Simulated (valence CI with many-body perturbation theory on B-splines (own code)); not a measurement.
# Forbidden lines of Mo I

Level of theory: valence CI with perturbative core correlation (CI+MBPT): six valence electrons over a frozen Dirac-Fock core [Kr], a basis of 7 s, 7 p, 8 d, 6 f, 4 g, 1 h functions for each j, with the one-electron correlation potential Σ1 (screened to all orders), the two-electron term Σ2, the three-electron term Σ3, Breit, model QED; selected single and double excitations, second order for the rest, scaled by the run's own slope (own B-spline code, finite nucleus).

With an open or low-lying d shell, typical errors are a few hundred cm⁻¹, and configurations can be misplaced against each other by 1,000 to 3,000. Among the levels kept, up to 2800 cm⁻¹ of a level comes from second order outside the variational space, and about a tenth of that is noise between levels of different J, which matters for small intervals. Only levels of the ground parity were solved; by the run's estimate the other parity begins above the list, which can be wrong where configurations are misplaced.

Lines 1 to 50 of 114 in falling wavelength, among levels below 22199 cm⁻¹, chosen from the decays that carry over 1 % of a level's rate. Wavelengths and rates use the calculated energies, so an error of 400 cm⁻¹ moves a line at 1606 nm by 6.4 % and its rate by three times that or more. Electric multipoles are in the length gauge, E1 and E2 with the static RPA response of the core. Weak lines are less certain than strong ones. Lines between different terms over intervals too small for the method are left out, as are lines whose strength nearly cancels and 1 of this kind that miss the measured wavelength by over 7 %. Where a level lies close to another of its J and parity, the split of strength between their lines is uncertain. Branching is blank where the lifetime is uncertain.

Names give the largest LS component (configuration and term), which can be under half, so a name can repeat, a term be missing and a line seem to break the LS rules; names also repeat where a configuration has a term twice. Letters in brackets count levels of one name in rising energy.

```
λ vac (nm)           Upper        Lower  Type   A (s⁻¹)  Branch %
     80380     4d⁴5s² ⁵D_1  4d⁴5s² ⁵D_0    M1  1.03e-04      55.3
     29480     4d⁴5s² ⁵D_2  4d⁴5s² ⁵D_1    M1  1.35e-03          
     27160     4d⁴5s² ⁵D_3  4d⁴5s² ⁵D_2    M1  1.41e-03      33.4
     19320     4d⁴5s² ⁵D_4  4d⁴5s² ⁵D_3    M1  3.73e-03      85.8
      6239  4d⁵5s ⁵D_0 [b]   4d⁵5s ⁵P_1    M1  2.26e-02          
      6083      4d⁵5s ⁵D_1   4d⁵5s ⁵P_2    M1  1.50e-02          
      5751      4d⁵5s ⁵D_4   4d⁵5s ⁵P_3    M1  1.88e-02      16.6
      5550      4d⁵5s ³G_3   4d⁵5s ⁵P_2    M1  1.20e-03          
      5542      4d⁵5s ⁵D_2   4d⁵5s ⁵P_2    M1  1.58e-02          
      5282      4d⁵5s ⁵D_3   4d⁵5s ⁵P_2    M1  5.01e-03          
      5147      4d⁵5s ³G_3   4d⁵5s ⁵P_3    M1  6.88e-03          
      5140      4d⁵5s ⁵D_2   4d⁵5s ⁵P_3    M1  7.64e-03          
      4915      4d⁵5s ⁵D_3   4d⁵5s ⁵P_3    M1  2.49e-03          
      4638      4d⁵5s ³G_4   4d⁵5s ⁵P_3    M1  1.29e-03          
      2883      4d⁵5s ⁵D_4   4d⁵5s ⁵G_5    M1  1.76e-03       1.6
      2635      4d⁵5s ³G_3   4d⁵5s ⁵G_2    M1  1.27e-03          
      2573      4d⁵5s ³G_4   4d⁵5s ⁵G_5    M1  2.88e-04          
      2540      4d⁵5s ³G_4   4d⁵5s ⁵G_4    M1  3.07e-04          
      2510      4d⁵5s ³G_4   4d⁵5s ⁵G_3    M1  2.60e-04          
      1863      4d⁵5s ⁵G_4  4d⁴5s² ⁵D_4    E2  1.18e-04       2.0
      1863      4d⁵5s ⁵G_4  4d⁴5s² ⁵D_4    M1  1.13e-04       1.9
      1845      4d⁵5s ⁵G_5  4d⁴5s² ⁵D_4    E2  6.32e-04      14.3
      1845      4d⁵5s ⁵G_5  4d⁴5s² ⁵D_4    M1  1.11e-04       2.5
      1833      4d⁵5s ⁵G_6  4d⁴5s² ⁵D_4    E2  2.86e-03          
      1713      4d⁵5s ⁵G_3  4d⁴5s² ⁵D_3    E2  4.81e-04       6.5
      1713      4d⁵5s ⁵G_3  4d⁴5s² ⁵D_3    M1  1.29e-04       1.7
      1699      4d⁵5s ⁵G_4  4d⁴5s² ⁵D_3    E2  1.67e-03      28.8
      1684      4d⁵5s ⁵G_5  4d⁴5s² ⁵D_3    E2  3.66e-03      83.0
      1618      4d⁵5s ⁵G_2  4d⁴5s² ⁵D_2    E2  5.52e-04          
      1611      4d⁵5s ⁵G_3  4d⁴5s² ⁵D_2    E2  1.70e-03      22.8
      1606      4d⁵5s ⁵G_2   4d⁵5s ⁵S_2    E2  3.19e-04          
      1599      4d⁵5s ⁵G_3   4d⁵5s ⁵S_2    E2  9.79e-04      13.2
      1599      4d⁵5s ⁵G_4  4d⁴5s² ⁵D_2    E2  2.45e-03      42.2
      1587      4d⁵5s ⁵G_4   4d⁵5s ⁵S_2    E2  1.45e-03      24.9
      1533      4d⁵5s ⁵G_2  4d⁴5s² ⁵D_1    E2  3.84e-03          
      1528      4d⁵5s ⁵G_3  4d⁴5s² ⁵D_1    E2  3.88e-03      52.0
      1399      4d⁵5s ⁵P_3  4d⁴5s² ⁵D_4    E2  1.11e-02       1.2
      1372      4d⁵5s ⁵P_2  4d⁴5s² ⁵D_4    E2  1.80e-02       2.6
      1304      4d⁵5s ⁵P_3  4d⁴5s² ⁵D_3    E2  1.92e-02       2.1
      1256      4d⁵5s ⁵P_1  4d⁴5s² ⁵D_3    E2  3.06e-02      18.8
      1245      4d⁵5s ⁵P_3  4d⁴5s² ⁵D_2    M1  2.44e-02       2.6
      1238      4d⁵5s ⁵P_3   4d⁵5s ⁵S_2    E2  1.56e-02       1.7
      1223      4d⁵5s ⁵P_2  4d⁴5s² ⁵D_2    M1  1.65e-02       2.3
      1223      4d⁵5s ⁵P_2  4d⁴5s² ⁵D_2    E2  9.41e-03       1.3
      1201      4d⁵5s ⁵P_1  4d⁴5s² ⁵D_2    E2  3.18e-02      19.5
      1201      4d⁵5s ⁵P_1  4d⁴5s² ⁵D_2    M1  8.86e-03       5.4
      1194      4d⁵5s ⁵P_1   4d⁵5s ⁵S_2    M1  4.16e-02      25.5
      1194      4d⁵5s ⁵P_1   4d⁵5s ⁵S_2    E2  7.28e-03       4.5
      1174      4d⁵5s ⁵P_2  4d⁴5s² ⁵D_1    E2  2.79e-02       3.9
      1174      4d⁵5s ⁵P_2  4d⁴5s² ⁵D_1    M1  1.55e-02       2.2
```
